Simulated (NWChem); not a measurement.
System: CH$_{5}$BFN; SMILES N(C)BF

```xyz
9

B     -0.4502    -0.6911     0.0000
F      0.1094    -1.9141     0.0000
H     -1.6423    -0.5936     0.0000
N      0.3702     0.4384     0.0000
C     -0.0693     1.8235     0.0000
H      1.3758     0.3073     0.0000
H      0.2846     2.3625    -0.8886
H      0.2846     2.3625     0.8886
H     -1.1619     1.8504     0.0000
```
Atoms are numbered in this order, from 1.

Program: NWChem. Pople sets run with spherical d functions. STO-3G and 3-21G are far too small for this property and stand as cheap habits. The geometry was optimised at B3LYP/6-31G* (spherical d). GIAO values for the isolated, static molecule; σ is the absolute isotropic shielding, δ = σ(reference) − σ with the isolated reference molecule computed at the same levels (11B: boron trifluoride, 13C: tetramethylsilane, 19F: trichlorofluoromethane, 1H: tetramethylsilane, 15N: ammonia).

| level | δ B1 (ppm) | δ F2 (ppm) | δ H3 (ppm) | δ N4 (ppm) | δ C5 (ppm) | δ H6 (ppm) | δ H7 (rotor mean) (ppm) |
|---|---|---|---|---|---|---|---|
| KT2/pcSseg-1 | 13.9 | -148.7 | 4.27 | 99.5 | 31.7 | 3.13 | 2.79 |
| Hartree-Fock/STO-3G | ? | ? | ? | ? | ? | ? | ? |
| PBE/pcSseg-1 | 14.9 | -135.0 | 4.35 | 107.3 | 31.9 | 3.21 | 2.80 |
| B3LYP/6-311G** | 17.0 | -130.1 | 4.25 | 105.3 | 31.1 | 3.08 | 2.73 |

**Question.** What belongs in the gaps?

**Answer.** 
- Hartree-Fock/STO-3G, δ B1 (ppm): 17.5
- Hartree-Fock/STO-3G, δ F2 (ppm): -17.4
- Hartree-Fock/STO-3G, δ H3 (ppm): 3.92
- Hartree-Fock/STO-3G, δ N4 (ppm): 30.6
- Hartree-Fock/STO-3G, δ C5 (ppm): 37.1
- Hartree-Fock/STO-3G, δ H6 (ppm): 2.03
- Hartree-Fock/STO-3G, δ H7 (rotor mean) (ppm): 1.96
